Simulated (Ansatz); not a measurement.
Gas-phase electronic energies from Ansatz, PBE0-D4/def2-TZVP geometries. CCSD(T)/CBS adds triple-zeta CCSD(T) − MP2 to the extrapolated MP2 energy (def2 sets, frozen cores). DFT in def2-TZVPP. B3LYP here is the variant with VWN-RPA as its local correlation; programs differ in this. def2 core potentials past Kr. For I, In outer-core shells are correlated without core-valence functions, which leaves a few kJ/mol of doubt a bond. One conformer a species, not always the lowest.

Reaction (substitution at a C–In bond): `C=[C](I)[In]([OH])[Cl]` + CH₃NH₂ → `C=C(I)NC` + `[OH][InH][Cl]`

(1) Is it downhill or uphill in electronic energy at CCSD(T)/CBS, and by how much? (Best estimate.)

(2) What do these levels give: PBE-D4, r2SCAN-D4, PBE0-D4, B3LYP-D4, ωB97X-V, ωB97M-V, B2PLYP, PBE, B3LYP, HF/def2-TZVPP, MP2/CBS(def2), CCSD/CBS(def2)? (Estimate.)

Largest T1 diagnostic among the species: 0.015.

Results:

(1) Ansatz gave: Uphill: ΔE = +19.0 kJ/mol.

(2) Ansatz gave: PBE-D4 -3.3, r2SCAN-D4 -3.1, PBE0-D4 -1.8, B3LYP-D4 1.9, ωB97X-V 1.5, ωB97M-V 3.0, B2PLYP 8.8, PBE -3.1, B3LYP 2.1, HF/def2-TZVPP 11.6, MP2/CBS(def2) 18.9, CCSD/CBS(def2) 18.3 kJ/mol.

In def2-TZVPP, CCSD(T) changes the Hartree–Fock value by +5.8 kJ/mol (the triples alone add +0.7 kJ/mol) and MP2 by +5.8 kJ/mol.
